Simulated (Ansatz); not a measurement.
Gas-phase electronic energies from Ansatz, PBE0-D4/def2-TZVP geometries. CBS: MP2 limit from def2 TZ/QZ plus the TZ coupled-cluster correction, frozen cores. This one scheme is used for every species. Functionals use def2-TZVPP. B3LYP here is the variant with VWN-RPA as its local correlation; programs differ in this. HSE06 is defined as in plane-wave codes. For Zn outer-core shells are correlated without core-valence functions, which leaves a few kJ/mol of doubt a bond. Scalar relativity is left out up to krypton.

`B[S][ZnH]` + dimethylamine → `C[N](C)[ZnH]` + `BS`  (ligand exchange at a Zn–S bond)

`B[S][ZnH]`:

Cartesian coordinates in Å:
```
B -0.559 0.560 -0.870
S -0.063 -1.143 -0.956
Zn 0.762 -0.944 1.059
H -1.121 1.048 -1.803
H -0.345 1.238 0.102
H 1.325 -0.759 2.469
```

`CNC`:

Cartesian coordinates in Å:
```
C 0.313 -1.033 0.543
N -0.690 -0.165 -0.028
C -0.166 1.131 -0.393
H -0.118 -2.015 0.749
H 0.655 -0.617 1.496
H 1.203 -1.171 -0.094
H -1.106 -0.607 -0.837
H 0.151 1.663 0.509
H -0.945 1.728 -0.871
H 0.704 1.088 -1.072
```

`C[N](C)[ZnH]`:

```xyz
11

C    -0.907   -0.950   -0.110
N    -0.040    0.160    0.175
C     1.095    0.201   -0.705
Zn   -0.344    1.370    1.492
H    -1.766   -0.971    0.567
H    -1.303   -0.911   -1.138
H    -0.387   -1.917   -0.006
H     0.794    0.294   -1.762
H     1.747    1.049   -0.479
H     1.709   -0.711   -0.630
H    -0.598    2.385    2.597
```

`BS`:

```xyz
5

B    -0.324   -0.298   -0.377
S     0.876    0.916    0.071
H    -0.550   -0.400   -1.543
H    -0.867   -0.967    0.445
H     0.865    0.749    1.404
```

```json
{"level": "revPBE", "ΔE (kJ/mol)": "81.7"}
{"level": "PBE0", "ΔE (kJ/mol)": "88.3"}
{"level": "B3LYP", "ΔE (kJ/mol)": "79.5"}
{"level": "HSE06", "ΔE (kJ/mol)": "88.5"}
```

(1) What does CCSD(T)/CBS give? (Best estimate.)

Largest T1 diagnostic among the species: 0.017.

Results:

(1) Ansatz gave: +84.5 kJ/mol. The listed levels differ from it by -2.8, 3.8, -5.0, 4.0 kJ/mol.

From r2SCAN to r2SCAN0 (25 % exact exchange), in def2-TZVPP and without D4, ΔE moves by +7.1 kJ/mol. Leaving LDA and LC-ωPBE aside and taking each functional with its dispersion term where it has one, the values, not all of them listed here, spread over 20.1 kJ/mol, from BLYP-D4 to r2SCAN0-D4. LDA lies −7.3 kJ/mol from PBE without D4. In def2-TZVPP, CCSD(T) changes the Hartree–Fock value by −20.3 kJ/mol (the triples alone add −1.8 kJ/mol) and MP2 by −21.9 kJ/mol.
